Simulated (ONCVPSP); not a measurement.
## Before and after: ONCV potential for tin (Sn)

```json
{
  "Element": "tin (Sn)",
  "Generator": "ONCVPSP 4.0.1",
  "Type": "optimised norm-conserving Vanderbilt (ONCV)",
  "Functional": "PBEsol",
  "Relativity": "scalar-relativistic",
  "Frozen core": "[Ar] 3d10",
  "Valence charge": "22",
  "Reference configuration": "4s2 4p6 4d10 5s2 5p2",
  "Partial waves": "4s+5s: rc 1.40 bohr, ncon 3, nbas 7, qcut 9.3 1/bohr, 2 projectors; 4p+5p: rc 1.30 bohr, ncon 3, nbas 6, qcut 8.2 1/bohr, 2 projectors; 4d: rc 1.15 bohr, ncon 4, nbas 9, qcut 7.9 1/bohr, 2 projectors, debl 3.6 Ha",
  "Local potential": "polynomial inside 0.90 bohr (lpopt 5, dvloc0 -1 Ha)",
  "Core correction": "polynomial model core, fcfact 0.4"
}
```

Change: local potential polynomial inside 0.75 bohr (lpopt 5, dvloc0 4 Ha).

Cutoffs: the cutoffs (Ha) at which the residual kinetic energy of the hardest occupied pseudo-wave falls to 1 and 0.1 mHa per electron; they do not see the model core or the augmentation charge, which bear on the density cutoff. Errors are all-electron minus pseudo energies relative to the spin-unpolarised reference configuration.

Question: How do hardness, ghosts and transferability respond?

Answer: The potential gets neither clearly harder nor softer (130 Ha and 229 Ha → 130 Ha and 229 Ha); the errors of the 4 common tests hardly move; the range in which the s phases agree narrows (upper end at the end of the scan → 2.9); neither file shows a bound ghost.

```csv
quantity,base,changed
"cutoff, loose",130 Ha,130 Ha
"cutoff, tight",229 Ha,229 Ha
bound ghosts,none,none
GHOST(+) flags under 300 eV,s at 148.1 eV,s at 92.4 eV
"error for 4s2 4p6 4d10 5s2 5p1, meV [ΔE 6.90 eV]",-1.2,-1.2
"error for 4s2 4p6 4d10 5s2 5p0, meV [ΔE 20.87 eV]",-4.2,-4.2
"error for 4s2 4p6 4d10 5s1 5p0, meV [ΔE 51.89 eV]",-13,-13
"error for 4s2 4p6 4d9 5s2 5p3, meV [ΔE 24.40 eV]",+4.0,+3.8
s: phases at 1.42 bohr within 0.05 rad from the reference energy up to (Ha; the scan ends near 5),to the end of the scan,2.9
p: phases at 1.32 bohr within 0.05 rad from the reference energy up to (Ha; the scan ends near 5),to the end of the scan,to the end of the scan
d: phases at 1.16 bohr within 0.05 rad from the reference energy up to (Ha; the scan ends near 5),to the end of the scan,to the end of the scan
"rms error of d²Exc/dni dnj with the model core, mHa",1.15,1.15
```
